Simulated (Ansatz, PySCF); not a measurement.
Se(Me)(Et) (C3H8Se), SMILES CC[Se]C. Atoms are numbered in the order given.

```xyz
12

Se     0.0638     0.2699     0.7223
C     -1.3106     1.1939    -0.3281
H     -1.5913     2.0942     0.2357
H     -2.1957     0.5529    -0.4473
H     -0.9251     1.4939    -1.3120
C      0.2565    -1.3114    -0.4421
C      0.8915    -1.0281    -1.7963
H     -0.7404    -1.7673    -0.5464
H      0.8716    -2.0071     0.1494
H      1.8924    -0.5852    -1.6809
H      0.2823    -0.3300    -2.3917
H      0.9906    -1.9592    -2.3805
```

Geometry: B3LYP-D3(BJ)/def2-SVP. Other conformers were not sampled.

Two levels are set side by side: PBE-D3(BJ)/def2-SVP (Ansatz, an electronic-structure program) and B3LYP-D3(BJ)/def2-SVP (Ansatz). Each level has its own optimised geometry; the coordinates shown are those of the second. Frequencies come from the Hessian of PySCF at each geometry. Differences are taken from unrounded values.

```csv
quantity,B3LYP-D3(BJ)
mean bond length (Å),1.296
bond Se1–C2 (Å),1.961
bond Se1–C6 (Å),1.973
bond C6–C7 (Å),1.522
bond C2–H3 (Å),1.099
bond C2–H4 (Å),1.099
bond C2–H5 (Å),1.098
bond C6–H8 (Å),1.101
bond C6–H9 (Å),1.101
bond C7–H10 (Å),1.101
bond C7–H11 (Å),1.101
bond C7–H12 (Å),1.104
highest harmonic wavenumber (cm⁻¹),3156
mean harmonic wavenumber (cm⁻¹),1499
zero-point energy (kcal/mol),64.29
```

Task: What does PBE-D3(BJ) give, and how far is it from B3LYP-D3(BJ)? (An estimate is asked for; the answer gives what the named calculation found.)

Result: 
```
quantity                            PBE-D3(BJ)  PBE-D3(BJ) minus B3LYP-D3(BJ)
----------------------------------  ----------  -----------------------------
mean bond length (Å)                     1.302                          0.006
bond Se1–C2 (Å)                          1.961                          0.000
bond Se1–C6 (Å)                          1.975                          0.002
bond C6–C7 (Å)                           1.523                          0.001
bond C2–H3 (Å)                           1.106                          0.008
bond C2–H4 (Å)                           1.107                          0.008
bond C2–H5 (Å)                           1.107                          0.008
bond C6–H8 (Å)                           1.110                          0.008
bond C6–H9 (Å)                           1.109                          0.008
bond C7–H10 (Å)                          1.108                          0.008
bond C7–H11 (Å)                          1.109                          0.008
bond C7–H12 (Å)                          1.111                          0.008
highest harmonic wavenumber (cm⁻¹)        3100                            -57
mean harmonic wavenumber (cm⁻¹)           1461                            -39
zero-point energy (kcal/mol)             62.64                          -1.65
```

Exact exchange shortens and stiffens bonds; PBE has none. Differences between two approximate levels are no errors against the true value.
